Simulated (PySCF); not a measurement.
B₂H₄, SMILES BB. Atoms are numbered in the order given.

```xyz
6

B      0.0000     0.0000     0.8133
B      0.0000     0.0000    -0.8133
H     -0.7166     0.7166     1.4496
H      0.7166    -0.7166     1.4496
H     -0.7166    -0.7166    -1.4496
H      0.7166     0.7166    -1.4496
```

Coordinates come from a B3LYP-D3(BJ)/def2-TZVP optimisation.

The numbers are results of PySCF with PBE/pcJ-1, not measurements.

Isotropic couplings with Fermi-contact, spin-dipole and both spin-orbit terms, one fixed conformer, no vibrational averaging. Isotopes: 11B, 1H.

| pair | bonds apart | J (Hz) |
|---|---|---|
| B1–B2 | 1 | ? |
| B1–H3 | 1 | ? |
| B1–H4 | 1 | ? |
| B2–H5 | 1 | ? |
| B2–H6 | 1 | ? |
| B1–H5 | 2 | 6.8 |
| B1–H6 | 2 | 6.8 |
| B2–H3 | 2 | 6.8 |
| B2–H4 | 2 | 6.8 |
| H3–H4 | 2 | -18.8 |
| H5–H6 | 2 | -18.8 |
| H3–H5 | 3 | -4.8 |
| H3–H6 | 3 | -4.8 |
| H4–H5 | 3 | -4.8 |
| H4–H6 | 3 | -4.8 |

**Question.** Complete the blanks. (An estimate is asked for; the answer gives what the named calculation found.)

**Answer.** 
- B1–B2, J (Hz): 66.2
- B1–H3, J (Hz): 113.7
- B1–H4, J (Hz): 113.7
- B2–H5, J (Hz): 113.7
- B2–H6, J (Hz): 113.7
